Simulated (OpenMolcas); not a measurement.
**CH2BF3O (SMILES OC(F)B(F)F): the vertical energy of the triplet above the singlet, rung by rung**

The species is CH2BF3O (8 atoms), meant as a singlet with charge 0. SMILES: `OC(F)B(F)F`. The shape is that of a PBE0-D4/def2-TZVP optimisation. This is one conformer, not always the lowest.

```
atom    x (Å)    y (Å)    z (Å)
   O  -0.1973  -1.3239   0.4662
   C   0.4465  -0.1641   0.0864
   F   1.1667   0.3628   1.1467
   B  -0.6735   0.8660  -0.3922
   F  -1.2580   0.6891  -1.5560
   F  -1.0230   1.8983   0.3330
   H   0.4454  -2.0331   0.5664
   H   1.1854  -0.3522  -0.7062
```

Each level gives the vertical energy of the triplet above the singlet (eV). The values are calculated.

```csv
level,kind,program,value (eV),CPU time (all runs)
HF/def2-SVP,Hartree–Fock,OpenMolcas,7.82,30 s
SVWN5/def2-SVP,LDA,OpenMolcas,6.07,84 s
BLYP/def2-SVP,GGA,OpenMolcas,6.14,2.3 min
PBE/def2-SVP,GGA,OpenMolcas,6.07,2 min
M06-L/def2-SVP,meta-GGA,OpenMolcas,6.76,2.8 min
r2SCAN/def2-SVP,meta-GGA,OpenMolcas,6.39,2.7 min
M06-2X/def2-SVP,hybrid meta-GGA,OpenMolcas,7.23,2.6 min
PBE0/def2-SVP,global hybrid,OpenMolcas,6.75,1.8 min
```

The values span 6.07 to 7.82 eV. A triplet this far above the singlet is often a Rydberg-like or dissociative state; sets without diffuse functions put Rydberg states too high. The upper state's dipole differs much between rows, so they may not all be the same state. CPU times are rough (shared hosts, several kinds of processor and program).
